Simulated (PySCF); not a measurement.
Method: PBE-D3(BJ)/def2-TZVP // PBE0-D3(BJ)/def2-TZVP (PySCF). Gas-phase values, no solvent. 

Reference species (SMILES): `[SiH3][SiH]1[SiH]=[SiH]1` (neutral, multiplicity 1).

| Property | Value |
|---|---|
| dipole moment | 0.66 D |
| LUMO | -2.61 eV |
| HOMO–LUMO gap | 2.67 eV |

Changed species: `[SiH]1=[SiH][SiH2][SiH2]1`.

Q: Give the shifts of the dipole moment, LUMO and HOMO–LUMO gap.

A: the dipole moment drops by 0.30 D, to 0.36 D; the LUMO falls by 0.09 eV, to -2.70 eV; the HOMO–LUMO gap stays essentially unchanged.
